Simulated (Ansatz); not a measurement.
Consider the ligand exchange at the Si–Cl bond: `C=C[SiH2]Cl` + `F[SiH](F)S` → `C=C[SiH2]S[SiH](F)F` + HCl.

Program: Ansatz. Geometries: PBE0-D4/def2-TZVP. ΔE: electronic, gas phase. CCSD(T)/CBS adds triple-zeta CCSD(T) − MP2 to the extrapolated MP2 energy (def2 sets, frozen cores). This one scheme is used for every species. DFT in def2-TZVPP. B3LYP here is the variant with VWN-RPA as its local correlation; programs differ in this. One conformer a species, not always the lowest.

`C=C[SiH2]Cl`:

Z-matrix (Å, degrees):
```
Si
C 1 1.848
Cl 1 2.061 2 110.3
H 1 1.483 2 111.9 3 118.2
H 1 1.483 2 109.2 3 -118.9
C 2 1.330 1 121.7 3 118.7
H 2 1.088 1 119.5 3 -61.9
H 6 1.087 2 121.7 1 -1.0
H 6 1.086 2 122.2 1 179.1
```

`F[SiH](F)S`:

```xyz
6

F    -0.226    1.313    1.057
Si    0.379    0.334   -0.033
F     1.413   -0.577    0.752
S    -1.125   -0.823   -0.941
H     1.084    1.112   -1.061
H    -1.525   -1.359    0.226
```

`C=C[SiH2]S[SiH](F)F`:

```xyz
13

C     0.991    0.281    1.799
C     1.252   -0.337    0.650
Si    0.060   -1.539   -0.094
S    -0.683   -0.847   -2.004
Si   -1.208    1.119   -1.494
F    -1.885    1.178   -0.059
F     0.056    2.073   -1.417
H     1.681    0.995    2.240
H     0.070    0.104    2.346
H     2.180   -0.114    0.129
H    -1.070   -1.751    0.843
H     0.693   -2.833   -0.447
H    -2.137    1.672   -2.492
```

HCl:

```xyz
2

Cl   -0.627    0.115   -0.052
H     0.627   -0.115    0.052
```

```json
{"level": "PBE-D4", "ΔE (kcal/mol)": "5.1"}
{"level": "B3LYP-D4", "ΔE (kcal/mol)": "6.1"}
{"level": "B2PLYP", "ΔE (kcal/mol)": "8.4"}
{"level": "PBE0", "ΔE (kcal/mol)": "7.6"}
{"level": "HF/def2-TZVPP", "ΔE (kcal/mol)": "11.3"}
{"level": "MP2/def2-TZVPP", "ΔE (kcal/mol)": "6.1"}
{"level": "SCS-MP2/def2-TZVPP", "ΔE (kcal/mol)": "7.2"}
{"level": "MP2/def2-QZVPP", "ΔE (kcal/mol)": "6.2"}
```

What does CCSD(T)/CBS give? (Estimate.)

Computed: +6.4 kcal/mol. The listed levels differ from it by -1.3, -0.3, 2.0, 1.2, 4.9, -0.3, 0.8, -0.2 kcal/mol.

Largest T1 diagnostic among the species: 0.012.

The D4 term adds −3.5 kcal/mol with B3LYP and −2.1 kcal/mol with PBE0; it sums over pairs of atoms, weighted by their polarisabilities, and B3LYP, whose exchange is more repulsive, gets the larger term. In def2-TZVPP, CCSD(T) changes the Hartree–Fock value by −4.8 kcal/mol (the triples alone add −0.9 kcal/mol) and MP2 by −5.1 kcal/mol.
